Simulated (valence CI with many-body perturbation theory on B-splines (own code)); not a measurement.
The numbers below are computed, except where a source is named.
Bi⁴²⁺: magnetic and hyperfine properties of the levels

Method: configuration interaction combined with many-body perturbation theory (CI+MBPT): five valence electrons over a frozen Dirac-Fock core [Kr], a basis of 7 s, 7 p, 8 d, 6 f, 4 g, 1 h functions for each j, with the one-electron correlation potential Σ1, the two-electron term Σ2, the three-electron term Σ3, Breit, model QED; selected CI, second order for the rest, scaled by the run's own slope (own B-spline code, finite nucleus).

The last digits are not significant, and no measured levels were compared; by estimate large intervals hold to a few tenths of a per cent, small ones and those within an open d or f shell to about a per cent. The list stops below the first excitations out of the core.

A/g_I is the dipole constant over the nuclear g factor μ/I (μ in nuclear magnetons, uniformly magnetised nucleus), B/Q the quadrupole constant per barn. Both hold the static response of the core; the bare values leave it out. Large factors of s and p1/2 electrons are usually good to 5 to 10 %; those of open d and f shells near neutrality can be off by tens of per cent, and small factors of p3/2, d and f electrons come from cancelling terms and can be off by a factor of two or in sign, in half-filled shells by more. B is blank for J = 1/2, where it vanishes, and for nearly pure S terms. Energies count from the lowest level.

Levels are named by their leading jj configuration (3d3/2^4 stands for four electrons in 3d with j = 3/2), which in mixed levels can hold well under half, so a name can repeat and another be missing. Letters in brackets count levels of one name in rising energy.

| Level | E (eV) | g | A/g_I (MHz) | A/g_I bare | B/Q (MHz/b) | B/Q bare |
| --- | --- | --- | --- | --- | --- | --- |
| (4d3/2^4 4d5/2) J=5/2 | 0.00 | 1.282 | 13900 | 14700 | 29200 | 28000 |
| (4d3/2^3 4d5/2^2) J=5/2 [a] | 26.99 | 1.339 | 7780 | 8740 | 10600 | 10200 |
| (4d3/2^3 4d5/2^2) J=7/2 [a] | 32.36 | 1.168 | 16800 | 17200 | 34600 | 33400 |
| (4d3/2^3 4d5/2^2) J=3/2 [a] | 33.05 | 1.154 | 21900 | 22200 | 26700 | 25800 |
| (4d3/2^3 4d5/2^2) J=11/2 | 33.50 | 1.103 | 22400 | 22500 | -2370 | -2490 |
| (4d3/2^3 4d5/2^2) J=9/2 | 35.55 | 1.136 | 19800 | 20000 | 32900 | 31800 |
| (4d3/2^3 4d5/2^2) J=5/2 [b] | 37.06 | 1.130 | 20700 | 20900 | -2010 | -1900 |
| (4d3/2^3 4d5/2^2) J=1/2 | 38.54 | 1.773 | -13400 | -10800 |  |  |
| (4d3/2^3 4d5/2^2) J=7/2 [b] | 39.02 | 1.071 | 24800 | 24700 | -37800 | -36500 |
| (4d3/2^3 4d5/2^2) J=3/2 [b] | 46.62 | 0.798 | 39900 | 38800 | -35000 | -33900 |
| (4d3/2^2 4d5/2^3) J=5/2 [a] | 58.92 | 1.318 | 5730 | 6610 | 1810 | 1760 |
| (4d3/2^2 4d5/2^3) J=7/2 [a] | 62.88 | 1.214 | 14400 | 14900 | -1420 | -1380 |
| (4d3/2^2 4d5/2^3) J=11/2 | 63.60 | 1.093 | 21900 | 21900 | 526 | 526 |
| (4d3/2^2 4d5/2^3) J=9/2 [a] | 64.27 | 1.146 | 18700 | 19000 | -3180 | -3080 |
| (4d3/2^2 4d5/2^3) J=1/2 [a] | 65.84 | 0.457 | 64600 | 62300 |  |  |
| (4d3/2^2 4d5/2^3) J=13/2 | 66.32 | 1.071 | 23600 | 23600 | -15.2 | 0.776 |
| (4d3/2^2 4d5/2^3) J=3/2 [a] | 66.84 | 1.170 | 18100 | 18500 | 603 | 558 |
| (4d3/2^2 4d5/2^3) J=5/2 [b] | 67.24 | 1.020 | 26600 | 26400 | -3380 | -3240 |
| (4d3/2^2 4d5/2^3) J=9/2 [b] | 70.06 | 1.107 | 21300 | 21400 | 856 | 829 |
| (4d3/2^2 4d5/2^3) J=7/2 [b] | 70.93 | 0.986 | 29200 | 28800 | -1440 | -1390 |
| (4d3/2^2 4d5/2^3) J=5/2 [c] | 71.55 | 1.053 | 24600 | 24500 | 3070 | 2940 |
| (4d3/2^2 4d5/2^3) J=3/2 [b] | 71.78 | 0.861 | 36600 | 35700 | 2560 | 2520 |
| (4d3/2^2 4d5/2^3) J=1/2 [b] | 74.42 | 1.760 | -17700 | -15200 |  |  |
| (4d3/2^2 4d5/2^3) J=7/2 [c] | 74.82 | 1.035 | 26300 | 26100 | 1410 | 1360 |
| (4d3/2^2 4d5/2^3) J=9/2 [c] | 78.57 | 1.105 | 21400 | 21500 | 9780 | 9480 |
| (4d3/2^2 4d5/2^3) J=3/2 [c] | 84.76 | 1.185 | 16800 | 17200 | -7990 | -7760 |
| (4d3/2^2 4d5/2^3) J=5/2 [d] | 86.64 | 1.186 | 16700 | 17100 | 7060 | 6850 |
| (4d3/2 4d5/2^4) J=5/2 [a] | 95.58 | 1.239 | 9650 | 10200 | -12800 | -12300 |
| (4d3/2 4d5/2^4) J=7/2 [a] | 99.73 | 1.187 | 16300 | 16600 | -38700 | -37400 |
| (4d3/2 4d5/2^4) J=3/2 [a] | 100.91 | 0.999 | 24500 | 24200 | -28000 | -27000 |
| (4d3/2 4d5/2^4) J=11/2 | 100.96 | 1.074 | 22900 | 22900 | 1970 | 2130 |
| (4d3/2 4d5/2^4) J=9/2 | 103.70 | 1.117 | 20200 | 20300 | -40300 | -39000 |
| (4d3/2 4d5/2^4) J=5/2 [b] | 105.63 | 1.111 | 20600 | 20700 | 6340 | 6110 |
| (4d3/2 4d5/2^4) J=7/2 [b] | 107.07 | 1.016 | 26000 | 25800 | 43400 | 41900 |
| (4d3/2 4d5/2^4) J=1/2 | 109.96 | 1.324 | -6950 | -6070 |  |  |
| (4d3/2 4d5/2^4) J=3/2 [b] | 117.34 | 0.861 | 38900 | 38100 | 41100 | 39800 |
| (4d5/2^5) J=5/2 | 135.99 | 1.157 | 16000 | 16300 | -39800 | -38400 |

Question: Take the isotope of mass number 209, with I = 9/2, μ = 4.092 μN, leaving out the quadrupole term. What is the hyperfine structure of (4d3/2^3 4d5/2^2) J=1/2?

Answer: From the table A = -12200 MHz. Shifts from the centre of gravity in MHz: F = 4: 33600, F = 5: -27400.
